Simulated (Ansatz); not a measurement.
A structure relaxed at PBE/def2-SVP in Ansatz, charge 1, singlet:

```csv
atom,x (Å),y (Å),z (Å)
Li1,0.841,-3.053,1.141
Li2,-2.848,3.433,0.093
Li3,-0.804,1.786,0.191
Li4,-1.668,1.464,3.164
Li5,1.288,1.783,2.290
Li6,1.624,-1.116,3.325
Li7,1.911,2.386,-0.785
Li8,-1.492,-1.947,-0.672
Li9,-1.897,-2.239,2.884
Li10,4.000,-1.925,0.437
Li11,2.768,0.097,-2.671
Li12,-0.402,2.583,-2.823
Li13,1.908,-0.343,0.323
Li14,1.435,-2.476,-1.772
Li15,-0.504,-0.893,-3.983
Li16,-3.228,0.136,0.941
Li17,0.162,0.107,-1.623
Li18,-0.462,-0.495,1.509
Li19,-2.633,0.711,-1.972
```

(1) Give its formula and point group.

(2) Summarise the bond lengths by kind (pairs closer than 1.2 times the sum of covalent radii, bridged metal pairs left out).

## Answers

(1) the cluster Li₁₉⁺. Point group C2v (tolerance 0.1 Å).

(2) 34 × Li–Li 2.63 to 3.03 Å.

The restricted singlet is unstable towards broken spin symmetry in Hartree–Fock (as tested in another run); at PBE/def2-SVP this wasn't settled. Another isomer (singlet) lies 0.65 eV lower at PBE0/def2-TZVP; other spin states weren't run for this one.
